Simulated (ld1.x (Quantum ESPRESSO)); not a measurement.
## u(r) = r·R(r): atom against pseudo-atom (fluorine (F))

Columns: radius, all-electron u(r) and pseudo u(r) of the 2s shell (level -33.67 eV) of fluorine in the configuration [He] 2s2 2p4.75; PBEsol, non-relativistic, PAW scheme, ld1.x (Quantum ESPRESSO) 7.5.

| r (bohr) | all-electron | pseudo |
| --- | --- | --- |
| 0.088 | 0.4549 | -0.2081 |
| 0.175 | 0.2727 | -0.4035 |
| 0.262 | -0.0728 | -0.5796 |
| 0.350 | -0.4098 | -0.7313 |
| 0.438 | -0.6751 | -0.8522 |
| 0.525 | -0.8568 | -0.9401 |
| 0.612 | -0.9667 | -0.9974 |
| 0.700 | -1.0193 | -1.0263 |
| 0.788 | -1.0280 | -1.0284 |
| 0.875 | -1.0061 | -1.0061 |
| 0.962 | -0.9639 | -0.9639 |
| 1.050 | -0.9082 | -0.9082 |
| 1.138 | -0.8453 | -0.8453 |
| 1.225 | -0.7800 | -0.7800 |
| 1.312 | -0.7144 | -0.7144 |
| 1.400 | -0.6496 | -0.6496 |
| 1.487 | -0.5885 | -0.5885 |
| 1.575 | -0.5302 | -0.5302 |
| 1.662 | -0.4767 | -0.4767 |
| 1.750 | -0.4267 | -0.4267 |
| 1.838 | -0.3810 | -0.3810 |
| 1.925 | -0.3399 | -0.3399 |
| 2.012 | -0.3027 | -0.3027 |
| 2.100 | -0.2687 | -0.2687 |
| 2.188 | -0.2383 | -0.2383 |
| 2.275 | -0.2113 | -0.2113 |

Q: How many radial nodes do the two functions have?

A: The all-electron 2s function has n − l − 1 = 1; the pseudo-wave has 0, since the states of the same l below it are removed with the core.

Q: At about which radius was the pseudo-wave matched?

A: 0.85 bohr, where the columns begin to agree (steps of 0.09 bohr).

Q: Is the pseudo-wave norm-conserving?

A: No, it belongs to a PAW set: the norm inside the radius is not constrained, and the difference is carried by the augmentation charge.
